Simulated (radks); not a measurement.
The numbers below are computed, except where a source is named.
Q: Radial electron density D(r) = 4 pi r^2 rho(r) of an atom or ion with 21 electrons. Code: a radial shooting solver on a logarithmic mesh with Libxc functionals. Model: scalar-relativistic Kohn-Sham, LDA (Slater exchange, Perdew-Wang correlation), spin-polarised, spherical densities, finite nucleus; Fermi nuclear charge, rms radius of each element as measured or else 0.836 A^(1/3) + 0.57 fm.

```
   r/bohr * D(r) (the largest magnitude, 27.9, reaches the edge; | marks zero)
 0.003415 | *
 0.003913 | *
 0.004483 |  *
 0.005136 |   *
 0.005837 |    *
 0.006688 |     *
 0.007662 |       *
 0.008778 |         *
 0.009977 |           *
  0.01143 |             *
   0.0131 |                 *
    0.015 |                    *
  0.01705 |                        *
  0.01954 |                            *
  0.02238 |                                 *
  0.02564 |                                     *
  0.02914 |                                          *
  0.03339 |                                             *
  0.03825 |                                                *
  0.04383 |                                                  *
  0.05021 |                                                  *
  0.05707 |                                                 *
  0.06538 |                                               *
  0.07491 |                                            *
  0.08582 |                                        *
  0.09754 |                                      *
   0.1117 |                                      *
    0.128 |                                       *
   0.1467 |                                           *
   0.1667 |                                               *
    0.191 |                                                    *
   0.2188 |                                                      *
   0.2507 |                                                     *
   0.2849 |                                                *
   0.3264 |                                        *
    0.374 |                               *
   0.4285 |                      *
    0.487 |                 *
   0.5579 |               *
   0.6392 |                *
   0.7323 |                  *
    0.839 |                   *
   0.9536 |                   *
    1.093 |                *
    1.252 |             *
    1.434 |         *
     1.63 |      *
    1.867 |   *
    2.139 |  *
    2.451 | *
    2.786 |*
    3.192 |*
    3.656 |*
    4.189 *
    4.761 *
    5.455 *
    6.249 *
     7.16 *
    8.138 *
    9.323 *
```

What is the nuclear charge?

A: Z = 22. The innermost maximum, from 1s, lies near gamma/Z bohr with gamma = sqrt(1 - (Z/c)^2) = 0.987, here 0.0449 bohr (found: 0.0482), and its height grows with Z. The density is that of the titanium ion Ti+ in [Ar] 3d2 4s1; the configuration itself is not fixed sharply by these data, and Z only to about a unit. D(r) has 3 maxima, at r = 0.0482, 0.226, 0.873 bohr, and minima at 0.109, 0.571 bohr, inside which lie 2.14, 10.46 electrons.
